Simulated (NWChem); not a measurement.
Species: C3H9Bi; SMILES [CH3][Bi]([CH3])[CH3]

Program: NWChem. def2 effective core potentials on Bi; no spin-orbit coupling. Each level has its own optimisation.

For level LDA (Slater exchange, VWN5)/def2-SVP:

```yaml
dipole (D): 0.01
```

### Question
How do the values read with level PBE0/def2-SVP instead?

### Answer
The dipole (D) is 0.20.
